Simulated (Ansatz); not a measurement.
isocyanic acid (CHNO), singlet, geometry from GFN2-xTB. Base run: PBE/6-311G** (Ansatz, an electronic-structure program).

Geometry (Å):
```xyz
4

N     -1.0902     0.1955     0.2632
C      0.0481    -0.0494     0.0138
O      1.1455    -0.1055    -0.3388
H     -1.8210    -0.2281     0.7854
```
All else is at Ansatz's defaults.
Base energy -168.54850 Eh.

Variants of this job, named by their change:

```csv
change,ΔE vs base (mEh)
base,0.000
"final_grid = 14, 28, 59",0.000
nuclear_model = gaussian,0.023
forces = on,0.000
"final_grid = 4, 8, 17",…
fitting.mean_field = cc-pVTZ-JKFIT,-0.014
lower_state_search = light,0.000
fitting.mean_field = def2-universal-JKFIT,-0.039
"point_charge = charge:1.0 position_ang:2.1658, 0.5171, -3.6476",-11.893
"point_charge = charge:0.5 position_ang:-3.1806, -3.7435, 0.8708",5.075
"point_charge = charge:-1.0 position_ang:1.4271, 0.4231, 4.4286",-2.507
```

Q: Complete the blanks.

A: 
- final_grid = 4, 8, 17, ΔE vs base (mEh): -0.134
